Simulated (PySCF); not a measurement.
A structure optimised at PBE-D3(BJ)/def2-SVP, used in a PySCF frequency run:

```
C
N 1 1.2850
O 1 1.3718 2 118.49
C 3 1.4536 1 106.11 2 0.00
H 4 1.1093 3 108.20 1 121.26
H 4 1.1093 5 108.60 3 -117.23
C 2 1.4715 1 106.43 3 0.00
H 7 1.1109 2 109.60 1 -121.66
H 7 1.1109 8 106.62 2 118.55
Si 1 1.9006 2 125.09 7 180.00
H 10 1.4973 1 108.59 2 0.00
H 10 1.5026 11 110.60 1 119.66
H 10 1.5026 11 110.60 12 120.67
```

Question: Write its SMILES, formula and point group.

Answer: [SiH3]C1=NCCO1, C3H7NOSi, Cs

Question: What are its rotational constants (standard atomic weights)?

Answer: 7.3405, 1.8972, 1.5659 GHz
